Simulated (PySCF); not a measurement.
PySCF input (TPSS/def2-TZVPD):

```python
from pyscf import gto, scf, dft

mol = gto.M(
    atom='''
    Sr   -0.08053828   -0.54825205   -0.21537451
    Cl    1.80220743    1.00554733   -1.39944353
    Cl   -1.62218068    0.21995724    1.88086892
    ''',
    basis='def2-tzvpd',
    ecp='def2-tzvp',
    charge=-1,
    spin=1,
    verbose=4,
)

mf = dft.UKS(mol, xc='tpss').density_fit(auxbasis='def2-universal-jkfit')
mf.grids.level = 3
mf.conv_tol = 1e-9
mf.max_cycle = 100
mf.max_memory = 1500
mf.kernel()
if not mf.converged:
    mf = mf.newton()
    mf.kernel(mf.make_rdm1())
for _ in range(2):
    mo, _, stable, _ = mf.stability(return_status=True)
    if stable:
        break
    mf.kernel(mf.make_rdm1(mo, mf.mo_occ))
mf.analyze()
```

End of the output:

```
Extra cycle  E= -951.396127152813  delta_E= -5.46e-12  |g|= 5.9e-06  |ddm|= 2.14e-05
converged SCF energy = -951.396127152813  <S^2> = 0.75004654  2S+1 = 2.0000465
uhf_internal: lowest eigs of H = [0.34351752 0.38413909 0.39090313]
<class 'pyscf.df.df_jk.DFUKS'> wavefunction is stable in the internal stability analysis
**** SCF Summaries ****
Total Energy =                        -951.396127152812596
Nuclear Repulsion Energy =              98.131478712957488
One-electron Energy =                -1526.242517681893787
Two-electron Energy =                  476.714911816123674
Two-electron Coulomb Energy =          537.838555169889332
DFT Exchange-Correlation Energy =      -61.123643353765651
HOMO-LUMO gap [eV] =                     0.047776614931857
**** MO energy ****
                             alpha | beta                alpha | beta
MO #1   energy= -100.779916762503  | -100.779838869824  occ= 1 | 1
MO #2   energy= -100.779899400561  | -100.779821497166  occ= 1 | 1
MO #3   energy= -9.03077587609904  | -9.03070596024167  occ= 1 | 1
MO #4   energy= -9.03075161439074  | -9.030681676471    occ= 1 | 1
MO #5   energy= -6.80377953790106  | -6.80360674943438  occ= 1 | 1
MO #6   energy= -6.80372645545874  | -6.80355282930832  occ= 1 | 1
MO #7   energy= -6.8033402166622   | -6.80329554490682  occ= 1 | 1
MO #8   energy= -6.80332529001358  | -6.80328058750041  occ= 1 | 1
MO #9   energy= -6.80318439869746  | -6.8031229074818   occ= 1 | 1
MO #10  energy= -6.80318194074703  | -6.8031212696999   occ= 1 | 1
MO #11  energy= -1.37056083815577  | -1.36831501332429  occ= 1 | 1
MO #12  energy= -0.692292370056957 | -0.689612672581295 occ= 1 | 1
MO #13  energy= -0.688926829832685 | -0.686224378647245 occ= 1 | 1
MO #14  energy= -0.687794363421297 | -0.685237108523493 occ= 1 | 1
MO #15  energy= -0.540310390982523 | -0.539856729274489 occ= 1 | 1
MO #16  energy= -0.535079248948971 | -0.534524740102924 occ= 1 | 1
MO #17  energy= -0.127135192115958 | -0.126425996999211 occ= 1 | 1
MO #18  energy= -0.115841282569402 | -0.115083787313693 occ= 1 | 1
MO #19  energy= -0.107133282747843 | -0.106879467168321 occ= 1 | 1
MO #20  energy= -0.106494133144113 | -0.10625772944396  occ= 1 | 1
MO #21  energy= -0.105577625787129 | -0.105331179160026 occ= 1 | 1
MO #22  energy= -0.102960717136652 | -0.102682171734256 occ= 1 | 1
MO #23  energy= 0.0219102598230495 | 0.0236660180522239 occ= 1 | 0
MO #24  energy= 0.0691372017028023 | 0.0717907073072404 occ= 0 | 0
MO #25  energy= 0.082909245154887  | 0.0850510841558428 occ= 0 | 0
MO #26  energy= 0.0968460773770621 | 0.0979662341701688 occ= 0 | 0
MO #27  energy= 0.117779916034449  | 0.119951238112857  occ= 0 | 0
MO #28  energy= 0.119726399736762  | 0.123565530676431  occ= 0 | 0
MO #29  energy= 0.128151107253549  | 0.129251592204797  occ= 0 | 0
MO #30  energy= 0.130669316902844  | 0.132560640380058  occ= 0 | 0
MO #31  energy= 0.13429359804941   | 0.140655523410953  occ= 0 | 0
MO #32  energy= 0.163131840780425  | 0.16823880062282   occ= 0 | 0
MO #33  energy= 0.170924341040528  | 0.172129224839665  occ= 0 | 0
MO #34  energy= 0.177405204375219  | 0.178334957547372  occ= 0 | 0
MO #35  energy= 0.177609774725938  | 0.180889686046719  occ= 0 | 0
MO #36  energy= 0.178846017829195  | 0.183021075346521  occ= 0 | 0
MO #37  energy= 0.186556328439962  | 0.187086257577526  occ= 0 | 0
MO #38  energy= 0.198247694038939  | 0.200731174134917  occ= 0 | 0
MO #39  energy= 0.199713442265773  | 0.203262307221675  occ= 0 | 0
MO #40  energy= 0.203490762998119  | 0.207732260128297  occ= 0 | 0
MO #41  energy= 0.211859992095429  | 0.208981132301895  occ= 0 | 0
MO #42  energy= 0.215771791559481  | 0.217322580994929  occ= 0 | 0
MO #43  energy= 0.216497568601041  | 0.225365010020285  occ= 0 | 0
MO #44  energy= 0.241694616591606  | 0.23586016718809   occ= 0 | 0
MO #45  energy= 0.259628318442442  | 0.26345676624457   occ= 0 | 0
MO #46  energy= 0.286303069811193  | 0.289533832763401  occ= 0 | 0
MO #47  energy= 0.321438796941643  | 0.320918559001035  occ= 0 | 0
MO #48  energy= 0.322706124457863  | 0.321742077331102  occ= 0 | 0
MO #49  energy= 0.324700315921809  | 0.322591592142874  occ= 0 | 0
MO #50  energy= 0.330999029609355  | 0.330518567744765  occ= 0 | 0
MO #51  energy= 0.346610741282362  | 0.346808072104613  occ= 0 | 0
MO #52  energy= 0.367694510370161  | 0.367809573238844  occ= 0 | 0
MO #53  energy= 0.375540522158935  | 0.376459236944774  occ= 0 | 0
MO #54  energy= 0.388629622679961  | 0.389551576419419  occ= 0 | 0
MO #55  energy= 0.393942725454688  | 0.39504967549429   occ= 0 | 0
MO #56  energy= 0.397210152331249  | 0.396674799318927  occ= 0 | 0
MO #57  energy= 0.407615533925805  | 0.407597542713646  occ= 0 | 0
MO #58  energy= 0.42499878742971   | 0.425709817144501  occ= 0 | 0
MO #59  energy= 0.60652127356521   | 0.607786767773753  occ= 0 | 0
MO #60  energy= 0.611649132399403  | 0.612466894735374  occ= 0 | 0
MO #61  energy= 0.61754139110692   | 0.619319469633706  occ= 0 | 0
MO #62  energy= 0.629326413837282  | 0.630753364585576  occ= 0 | 0
MO #63  energy= 0.681812518926654  | 0.683227859999297  occ= 0 | 0
MO #64  energy= 0.691294839013344  | 0.690946591156658  occ= 0 | 0
MO #65  energy= 0.724383031648652  | 0.723364831977383  occ= 0 | 0
MO #66  energy= 0.729773992374176  | 0.729452670220426  occ= 0 | 0
MO #67  energy= 0.733961884375234  | 0.73268903365978   occ= 0 | 0
MO #68  energy= 0.739661656075303  | 0.738701454957553  occ= 0 | 0
MO #69  energy= 0.749257545771058  | 0.746260947229285  occ= 0 | 0
MO #70  energy= 0.751296190472337  | 0.750257359749153  occ= 0 | 0
MO #71  energy= 0.76172051570035   | 0.761700993707287  occ= 0 | 0
MO #72  energy= 0.76745205784886   | 0.76748264434854   occ= 0 | 0
MO #73  energy= 0.769831210255839  | 0.769865849682039  occ= 0 | 0
MO #74  energy= 0.771786138093959  | 0.770196671640958  occ= 0 | 0
MO #75  energy= 0.789611474959571  | 0.789992263787435  occ= 0 | 0
MO #76  energy= 0.791911066166575  | 0.792918147507591  occ= 0 | 0
MO #77  energy= 0.811507831056391  | 0.808734258238678  occ= 0 | 0
MO #78  energy= 0.83432507221321   | 0.831916087398131  occ= 0 | 0
MO #79  energy= 0.862078512247458  | 0.862407878742701  occ= 0 | 0
MO #80  energy= 0.969872061778626  | 0.968255772530913  occ= 0 | 0
MO #81  energy= 0.996155518073367  | 0.99244624603223   occ= 0 | 0
MO #82  energy= 1.04084399792919   | 1.04167273592915   occ= 0 | 0
MO #83  energy= 1.04721249501348   | 1.0471235865914    occ= 0 | 0
MO #84  energy= 1.19013325284465   | 1.1897121707366    occ= 0 | 0
MO #85  energy= 1.28752116048127   | 1.28806020529124   occ= 0 | 0
MO #86  energy= 2.05719359331025   | 2.05699157830571   occ= 0 | 0
MO #87  energy= 2.05959401252789   | 2.05950594523936   occ= 0 | 0
MO #88  energy= 2.06158218335537   | 2.06150164059979   occ= 0 | 0
MO #89  energy= 2.06477993602118   | 2.06467685456097   occ= 0 | 0
MO #90  energy= 2.08291360406389   | 2.08308558250798   occ= 0 | 0
MO #91  energy= 2.08928043473016   | 2.08940647414486   occ= 0 | 0
MO #92  energy= 2.09644697770598   | 2.09664589994462   occ= 0 | 0
MO #93  energy= 2.09879586551531   | 2.0987120402947    occ= 0 | 0
MO #94  energy= 2.11738432932339   | 2.11785487848953   occ= 0 | 0
MO #95  energy= 2.14518198808251   | 2.14568023588978   occ= 0 | 0
MO #96  energy= 2.24314770477339   | 2.24348822313582   occ= 0 | 0
MO #97  energy= 2.24470265082781   | 2.2451147273595    occ= 0 | 0
MO #98  energy= 2.24537088688754   | 2.24573680012014   occ= 0 | 0
MO #99  energy= 2.24924965571227   | 2.24959470218862   occ= 0 | 0
MO #100 energy= 2.25114296304001   | 2.25128403444433   occ= 0 | 0
MO #101 energy= 2.25123612363972   | 2.25137612525761   occ= 0 | 0
MO #102 energy= 2.25124628629319   | 2.2513884785339    occ= 0 | 0
MO #103 energy= 2.25129889310722   | 2.25144445445972   occ= 0 | 0
MO #104 energy= 2.25787866324499   | 2.25830831899798   occ= 0 | 0
[...]
```
